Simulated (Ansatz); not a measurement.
```yaml
crystal:
  periodic: [false, false, false]
  atoms:
    - {symbol: Se, position_ang: [-1.031997, -1.328706, 0.500012]}
    - {symbol: In, position_ang: [0.497701, 1.176831, -0.010189]}
    - {symbol: H, position_ang: [0.160460, -2.184654, 0.497188]}
    - {symbol: H, position_ang: [-1.272483, -1.596851, -0.922953]}
    - {symbol: H, position_ang: [-0.033955, 1.314721, -1.651573]}
    - {symbol: H, position_ang: [-0.294917, 2.094215, 1.221303]}
    - {symbol: H, position_ang: [2.036392, 0.456544, 0.320611]}
basis:
  gaussian: {orbitals: def2-mTZVP, fitting: {mean_field: cc-pVTZ-jkfit}}
magnetization: {spin_polarized: true, initial_magnetization: 0}
hamiltonian: {xc: {name: PBE0-DH}, pseudopotentials: {relativity: scalar}}
```

```sh
$ ansatz run in.yaml --threads 4 --pin off --events-out ev --progress --plain --max-ram 10444MiB
```

How does Ansatz answer? (Best estimate.)

Ansatz gave: The program refused the input.
```
Functional definition: PBE0-DH
  name "PBE0-DH"
  cite "Brémond & Adamo, J. Chem. Phys. 135, 024106 (2011) doi:10.1063/1.3604569"
  cite "Perdew, Burke & Ernzerhof, Phys. Rev. Lett. 77, 3865 (1996) doi:10.1103/PhysRevLett.77.3865"
  parameter a = 1/2
  parameter c = 1/8
  exchange = (1 - a)*pbe_x + a*exact_x
  correlation = (1 - c)*pbe_c + c*(mp2_os + mp2_ss)
Error: <dir> the basis set cc-pVTZ-JKFIT has no functions for In
```
